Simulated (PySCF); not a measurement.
The PySCF input:
```python
from pyscf import gto, scf, dft

mol = gto.M(
    atom='''
F     1.28450486   -0.26333299   -0.09661405
N    -0.03222447    0.00767234    0.27365413
F    -0.33913301    1.15185076   -0.08540658
F    -0.86101050   -0.86838679   -0.05158859
''',
    basis='sto-3g',
    charge=1,
    spin=1,
    verbose=3,
)

mf = dft.UKS(mol)
mf.xc = 'pbe0'
mf.kernel()
g = mf.nuc_grad_method()
grad = g.kernel()
```

Question: What does this run give for the total energy, Mulliken (on the basis functions themselves) charges in atom order, nuclear repulsion energy, <S^2>, HOMO energy?

Answer: 
```yaml
total_energy: -348.4461 Eh
Mulliken (on the basis functions themselves) charges in atom order: F1 0.20, N2 0.38, F3 0.20, F4 0.21
nuclear_repulsion_energy: 137.1968 Eh
"<S^2>": 0.756
HOMO energy: -16.24 eV
```

These values belong to the state on which the SCF converged, which isn't shown to be the lowest.
